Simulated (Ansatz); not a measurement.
Reaction (cleavage of the Al–Al bond): `[OH][AlH][AlH2]` + `O[SiH2][AlH2]` → `[AlH2][O][SiH2][AlH2]` + `[OH][AlH2]`

Calculated with Ansatz (gas phase, PBE0-D4/def2-TZVP geometries, no zero-point term in ΔE). CCSD(T)/CBS adds triple-zeta CCSD(T) − MP2 to the extrapolated MP2 energy (def2 sets, frozen cores). This one scheme is used for every species. Functionals use def2-TZVPP. One conformer a species, not always the lowest.

`[OH][AlH][AlH2]`:

Z-matrix (Å, degrees):
```
Al
Al 1 2.587
O 1 1.706 2 113.9
H 1 1.598 2 128.9 3 180.0
H 2 1.595 1 121.9 3 -90.1
H 2 1.595 1 121.9 3 90.2
H 3 0.957 1 123.0 2 -179.9
```

`O[SiH2][AlH2]`:

Z-matrix (Å, degrees):
```
Si
Al 1 2.460
O 1 1.661 2 109.0
H 1 1.499 2 111.1 3 122.0
H 1 1.498 2 111.2 3 -122.0
H 2 1.591 1 118.5 3 179.3
H 2 1.588 1 122.5 3 -0.7
H 3 0.959 1 117.0 2 180.0
```

`[AlH2][O][SiH2][AlH2]`:

```xyz
10

Al    0.479    1.213    2.178
O    -0.183    0.241    0.978
Si   -0.827   -0.714   -0.182
Al    0.424   -0.556   -2.301
H     1.627    0.605    3.077
H    -0.079    2.683    2.335
H    -2.261   -0.340   -0.390
H    -0.857   -2.129    0.304
H    -0.014   -1.405   -3.573
H     1.691    0.401   -2.426
```

`[OH][AlH2]`:

```xyz
5

O    -0.910   -0.713    0.379
Al    0.478    0.183   -0.005
H    -1.751   -0.594   -0.058
H     0.411    1.283   -1.144
H     1.772   -0.158    0.828
```

```csv
level,ΔE (kcal/mol)
B97M-V,-41.9
CCSD(T)/def2-SVP,-40.6
```

What does CCSD(T)/CBS give? (An estimate is asked.)

The calculation gave: -38.3 kcal/mol. The listed levels differ from it by -3.6, -2.3 kcal/mol.

Largest T1 diagnostic among the species: 0.013.

Leaving LDA and LC-ωPBE aside and taking each functional with its dispersion term where it has one, the values, not all of them listed here, spread over 8.7 kcal/mol, from B97M-V to PBE-D4. LDA lies −1.3 kcal/mol from PBE without D4. From PBE to PBE0 (25 % exact exchange), in def2-TZVPP and without D4, ΔE moves by −1.2 kcal/mol. The D4 term adds −0.9 kcal/mol with B3LYP and −0.5 kcal/mol with PBE0; it sums over pairs of atoms, weighted by their polarisabilities, and B3LYP, whose exchange is more repulsive, gets the larger term.

B3LYP here is the variant with VWN-RPA as its local correlation; programs differ in this.
